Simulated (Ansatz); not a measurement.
Reaction (hydrogenolysis of the Si–O bond): `O[SiH]([SiH3])S` + H₂ → `[SiH3][SiH2]S` + H₂O

Isolated molecules relaxed with PBE0-D4/def2-TZVP in Ansatz; ΔE leaves out vibrations. CBS: MP2 limit from def2 TZ/QZ plus the TZ coupled-cluster correction, frozen cores. This one scheme is used for every species. DFT in def2-TZVPP. One conformer a species, not always the lowest.

**Question.** Is it downhill or uphill in electronic energy at CCSD(T)/CBS, and by how much? (Best estimate.)

**Answer.** Ansatz gave: Uphill: ΔE = +0.73 eV.

**Question.** What do these levels give: revPBE-D4, ωB97M-V, PBE, r2SCAN, PBE0, LC-ωPBE, CCSD/def2-SVP, CCSD(T)/def2-SVP, MP2/def2-QZVPP, HF/CBS(def2), MP2/CBS(def2), CCSD/CBS(def2)? (Best estimate.)

**Answer.** Computed: revPBE-D4 0.74, ωB97M-V 0.77, PBE 0.68, r2SCAN 0.79, PBE0 0.66, LC-ωPBE 0.69, CCSD/def2-SVP 0.55, CCSD(T)/def2-SVP 0.58, MP2/def2-QZVPP 0.80, HF/CBS(def2) 0.67, MP2/CBS(def2) 0.80, CCSD/CBS(def2) 0.70 eV.

**Question.** What do rigid-rotor, harmonic-oscillator terms from PBE0-D4/def2-TZVP frequencies (298.15 K, 1 bar) make of the CCSD(T)/CBS value? (Best estimate.)

**Answer.** Computed: ΔZPE = +0.14 eV, ΔH = +0.85 eV, ΔS = 30 J/(mol·K), ΔG = +0.76 eV.

Largest T1 diagnostic among the species: 0.012.

At CCSD(T), def2-SVP lies −0.16 eV from the extrapolated value and def2-TZVPP −0.01 eV. From r2SCAN to r2SCAN0 (25 % exact exchange), in def2-TZVPP and without D4, ΔE moves by −0.04 eV.
